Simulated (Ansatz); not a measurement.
Program: Ansatz. Geometries: PBE0-D4/def2-TZVP. ΔE: electronic, gas phase. CBS: MP2 limit from def2 TZ/QZ plus the TZ coupled-cluster correction, frozen cores. DFT in def2-TZVPP. B3LYP here is the variant with VWN-RPA as its local correlation; programs differ in this. One conformer a species, not always the lowest.

`COB(F)OC` + `FC[SiH](F)S` → `COB(S)OC` + `FC[SiH](F)F`  (redistribution)

```
             level  ΔE (kcal/mol)  difference from CCSD(T)/CBS
            PBE-D4           -0.3                          1.9
         r2SCAN-D4           -1.0                          1.2
           PBE0-D4           -0.2                          2.0
          B3LYP-D4           -1.1                          1.1
           ωB97X-V           -1.3                          0.9
           ωB97M-V           -0.9                          1.3
            B2PLYP           -1.7                          0.5
               PBE           -0.1                          2.1
            r2SCAN           -1.0                          1.2
              PBE0            0.0                          2.2
             B3LYP           -0.8                          1.4
     HF/def2-TZVPP           -0.6                          1.6
    MP2/def2-TZVPP           -3.0                         -0.8
SCS-MP2/def2-TZVPP           -2.9                         -0.7
   CCSD/def2-TZVPP           -1.8                          0.4
CCSD(T)/def2-TZVPP           -2.1                          0.1
     HF/def2-QZVPP           -1.0                          1.2
    MP2/def2-QZVPP           -3.2                         -1.0
SCS-MP2/def2-QZVPP           -3.1                         -0.9
      HF/CBS(def2)           -1.0                          1.2
     MP2/CBS(def2)           -3.1                         -0.9
    CCSD/CBS(def2)           -1.9                          0.3
       CCSD(T)/CBS           -2.2                            0
```

Largest T1 diagnostic among the species: 0.012.

In def2-TZVPP, CCSD(T) changes the Hartree–Fock value by −1.5 kcal/mol (the triples alone add −0.2 kcal/mol) and MP2 by −2.4 kcal/mol.
